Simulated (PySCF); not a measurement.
CeSe: f occupation and spin

Unrestricted PBE0; basis Ce x2c-SVPall, Se x2c-SVPall; spin-free X2C with a Gaussian nucleus; PySCF 2.14. The search starts from ions with several 4f fillings and holds each by maximum overlap.

The lowest solution of each spin and filling, followed along the bond (rough minima from three points):

| 2Ms+1 | 4f population | ⟨S²⟩ at the start | R at minimum (Å) | Te (eV) |
| --- | --- | --- | --- | --- |
| 3 | 1.20 | 2.01 | 2.46 | 0.00 |
| 1 | 1.20 | 1.01 | 2.46 | 0.04 |
| 3 | 1.53 | 2.01 | 2.56 | 0.80 |

Solutions at the starting distance of 2.406 Å, counted from the lowest; the search is not exhaustive:

```tsv
2Ms+1	4f population	E (eV)	⟨S²⟩	⟨Lz²⟩	μ (D)
3	1.20	0.00	2.01	4.0	-5.45
1	1.20	0.04	1.01	4.0	-5.50
3	1.21	0.04	2.01	9.0	-5.39
1	1.21	0.08	1.00	9.0	-5.34
3	1.15	0.24	2.01	0.0	-5.53
1	1.16	0.34	1.00	0.0	-5.42
3	1.16	0.62	2.01	8.0	-7.88
1	1.17	0.80	0.98	8.0	-7.76
3	1.53	0.96	2.01	9.8	-6.40
3	1.48	1.00	2.01	5.7	-6.22
3	1.66	1.06	2.01	9.0	-6.12
1	1.37	1.21	1.01	5.0	-5.54
5	1.30	2.75	6.01	7.1	-2.62
5	1.16	2.76	6.01	7.5	-2.64
```

Partly filled real f orbitals mix terms, so no term symbols are given. A population far from a whole number shows f orbitals mixing with d and ligand orbitals, not a clean configuration. A positive dipole means Ce(−)Se(+).

Spin–orbit coupling is left out. Counting both spins, an empty level lies below a filled one in some of these solutions, because spin and occupation are held. With d or f electrons several states lie close, and the lowest PBE0 determinant need not be the measured ground state.
